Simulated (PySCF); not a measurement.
Technetium: a sound run and one with changed settings

Sound run: Tc [Kr] 4d5 5s2, Tc⁺ [Kr] 4d5 5s1. Computed with PySCF 2.14 in def2-TZVP with the def2 core potential (28 electrons) (6s4p3d1f, 40 functions), with scalar relativity through the core potential. The sound run starts from symmetry-adapted Hartree-Fock orbitals and uses a fine grid where one is needed.

Changed run: 26 angular points. This setting is unsound on purpose.

```csv
species,method,sound run (hartree),changed run (hartree),converged
Tc,UHF,-80.11272,-80.11272,yes
Tc,M06-2X,-80.61100,-80.61100,yes
Tc,PBE,-80.71352,-80.71352,yes
Tc⁺,UHF,-79.90906,-79.90906,yes
Tc⁺,M06-2X,-80.32446,-80.32446,yes
Tc⁺,PBE,-80.45967,-80.45967,yes
```

Ionisation energy of Tc:

| method | sound run (eV) | changed run (eV) |
| --- | --- | --- |
| UHF | 5.542 | 5.542 |
| M06-2X | 7.797 | 7.797 |
| PBE | 6.908 | 6.908 |

Here the setting changes nothing at the digits shown.

For comparison, NIST gives 7.119 eV between the lowest levels.
